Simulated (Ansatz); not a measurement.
Input for Ansatz (a quantum-chemistry and plane-wave program): R-CCSD(T)/aug-cc-pVDZ on C2H6O2 (a complex), monomers drawn apart or pushed together.

Ansatz 0.2 input:
```yaml
crystal:
  periodic: [false, false, false]
  atoms:
    - {symbol: C, position_ang: [-0.06824196, 0.02252586, 0.09792465]}
    - {symbol: H, position_ang: [0.13407611, -0.23224213, -0.94107395]}
    - {symbol: H, position_ang: [0.63390243, -0.50677111, 0.74136427]}
    - {symbol: H, position_ang: [0.04871745, 1.09984186, 0.22239125]}
    - {symbol: H, position_ang: [-1.09088199, -0.27278662, 0.33653979]}
    - {symbol: O, position_ang: [1.15417424, -0.66649036, 3.94444131]}
    - {symbol: C, position_ang: [0.33521645, 0.06156316, 4.42826901]}
    - {symbol: O, position_ang: [-0.58511892, 0.75828687, 3.74425081]}
    - {symbol: H, position_ang: [0.22513624, 0.25884142, 5.50231255]}
    - {symbol: H, position_ang: [-0.46686324, 0.56702252, 2.79766529]}
basis:
  gaussian:
    orbitals: aug-cc-pVDZ
magnetization: {spin_polarized: false}
correlation: {method: ccsd_t, electrons: outside_noble_gas}
scf: {lower_state_search: off}
```

It printed:

```
WARN ansatz: RAYON_NUM_THREADS=1 ignored (pool sized by the plan → 1); use --threads N
Functional definition: HF
these checks for a lower state are left out or cut short: stability, starts, cluster_reference, orbital_swaps, neighbouring_geometries, increment
integrals: 0.39 GiB planned
1416 factors; integrals over basis functions are off by at most 9.5e-4 eV
mean field: 0.42 GiB planned
mean field evaluation 1: about -6226.9564 eV, gradient 4.5e1 eV
mean field evaluation 2: about -6227.0309 eV, gradient 4.6e1 eV
mean field evaluation 4: about -6231.2780 eV, gradient 4.6e0 eV
mean field evaluation 8: about -6231.3493 eV, gradient 5.0e-1 eV
mean field evaluation 16: about -6231.3511 eV, gradient 1.1e-6 eV
mean field -6231.35105940 eV, -228.9979276715 hartree, gradient 1.1e-6 eV, S^2 0.000000; 0 other end points of the search recorded, 0 dependent functions left out
4 core orbitals not correlated
reference -6231.35105940 eV, -228.9979276715 hartree; 13, 13 occupied and 129, 129 virtual orbitals, 1416 factors
second order -19.00223912 eV of doubles, -0.00000000 eV of singles
coupled cluster: 1.16 GiB planned
cycle   1  -19.25894481 eV  change   -2.6e-1 eV  update   1.1e-1
cycle   2  -19.78136021 eV  change   -5.2e-1 eV  update   3.4e-2
cycle   3  -19.92788713 eV  change   -1.5e-1 eV  update   1.8e-2
cycle   4  -19.91906242 eV  change    8.8e-3 eV  update   4.4e-3
cycle   5  -19.91741660 eV  change    1.6e-3 eV  update   1.9e-3
cycle   6  -19.91797919 eV  change   -5.6e-4 eV  update   5.6e-4
cycle   7  -19.91773472 eV  change    2.4e-4 eV  update   2.1e-4
cycle   8  -19.91762130 eV  change    1.1e-4 eV  update   7.2e-5
cycle   9  -19.91764207 eV  change   -2.1e-5 eV  update   2.9e-5
perturbative correction -0.64687351 eV, -0.0237721630 hartree
Total energy: -6251.91557498 eV, -229.7536596798 hartree
Checks for a lower state left out: stability, starts, cluster_reference, orbital_swaps, neighbouring_geometries, increment
```

The calculation finished and met its thresholds.

Cost: roughly 30 core-seconds.
